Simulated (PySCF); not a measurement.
Species: C6H9FOSi.
SMILES with atom numbers: `[CH3:1][CH2:2][O:3][Si@H:4]1[CH:5]=[CH:6][CH:7]=[C:8]1[F:9]` (hydrogens: H10, H11, H12 on C1; H13, H14 on C2; H15 on Si4; H16 on C5; H17 on C6; H18 on C7)

The same species was optimised twice, with GFN2-xTB and with PBE0-D3(BJ)/def2-SVP (PySCF), and the same property calculations (PySCF, gas phase) were run on both structures.

```tsv
coordinate	GFN2-xTB	PBE0-D3(BJ)/def2-SVP	change
O3–Si4 (Å)	1.612	1.657	+0.045
C6–C7 (Å)	1.456	1.482	+0.026
C8–F9 (Å)	1.353	1.331	-0.022
Si4–C5 (Å)	1.878	1.858	-0.020
C5=C6 (Å)	1.337	1.351	+0.014
C1–C2 (Å)	1.520	1.510	-0.010
C7=C8 (Å)	1.336	1.343	+0.007
Si4–C8 (Å)	1.908	1.901	-0.007
C2–O3 (Å)	1.407	1.411	+0.004
C2–O3–Si4 (°)	130.0	124.7	-5.3
O3–Si4–C5 (°)	109.1	113.5	+4.4
C5–Si4–C8 (°)	87.7	91.2	+3.5
Si4–C5–C6 (°)	109.7	107.0	-2.7
Si4–C8–C7 (°)	110.6	108.5	-2.1
O3–Si4–C8 (°)	117.1	115.2	-1.9
C7–C8–F9 (°)	122.0	123.7	+1.7
C5–C6–C7 (°)	117.5	118.8	+1.3
C1–C2–O3–Si4 (°)	-176	-175	+1
C2–O3–Si4–C5 (°)	-173	-175	-2
```

Rotational constants: A = 2277, B = 877.5, C = 701.9 MHz (GFN2-xTB) against A = 2293, B = 887.4, C = 698.3 MHz (PBE0-D3(BJ)/def2-SVP). Point groups within 0.08 Å: C1 and C1.

On the GFN2-xTB structure: HOMO (eV) -6.47 [PBE0/pcSseg-1]; LUMO (eV) -1.59 [PBE0/pcSseg-1]; dipole (D) 1.13 [PBE0/pcSseg-1]; GIAO shielding of C1 (ppm) 166.4 [PBE0/pcSseg-1]; GIAO shielding of C2 (ppm) 122.9 [PBE0/pcSseg-1]; GIAO shielding of O3 (ppm) 301.5 [PBE0/pcSseg-1]; GIAO shielding of Si4 (ppm) 384.8 [PBE0/pcSseg-1]; GIAO shielding of C5 (ppm) 64.6 [PBE0/pcSseg-1]; GIAO shielding of C6 (ppm) 33.7 [PBE0/pcSseg-1]; GIAO shielding of C7 (ppm) 57.6 [PBE0/pcSseg-1]; GIAO shielding of C8 (ppm) -1.5 [PBE0/pcSseg-1].

**Question.** What do these properties become on the PBE0-D3(BJ)/def2-SVP structure?

**Answer.** 
```tsv
property	level	on GFN2-xTB	on PBE0-D3(BJ)/def2-SVP	change
HOMO (eV)	PBE0/pcSseg-1	-6.47	-6.65	-0.18
LUMO (eV)	PBE0/pcSseg-1	-1.59	-1.71	-0.12
dipole (D)	PBE0/pcSseg-1	1.13	0.48	-0.65
energy, GFN2-xTB geometry as zero (kcal/mol)	PBE0/pcSseg-1	0.0	-2.3	-2.3
GIAO shielding of C1 (ppm)	PBE0/pcSseg-1	166.4	164.4	-2.0
GIAO shielding of C2 (ppm)	PBE0/pcSseg-1	122.9	121.6	-1.3
GIAO shielding of O3 (ppm)	PBE0/pcSseg-1	301.5	294.2	-7.3
GIAO shielding of Si4 (ppm)	PBE0/pcSseg-1	384.8	377.2	-7.6
GIAO shielding of C5 (ppm)	PBE0/pcSseg-1	64.6	65.2	+0.6
GIAO shielding of C6 (ppm)	PBE0/pcSseg-1	33.7	27.4	-6.3
GIAO shielding of C7 (ppm)	PBE0/pcSseg-1	57.6	56.6	-1.0
GIAO shielding of C8 (ppm)	PBE0/pcSseg-1	-1.5	-1.0	+0.5
```

The heavy atoms differ by 0.110 Å rms after alignment. Among bonds between heavy atoms O3–Si4 changes most (+0.045 Å). Changes are differences of the printed values. Neither structure is proved a minimum here.

Conformer computed: `[CH3:1][CH2:2][O:3][Si@H:4]1[CH:5]=[CH:6][CH:7]=[C:8]1[F:9]`: C1–C2–O3–Si4 -175°, C2–O3–Si4–C5 -175°.
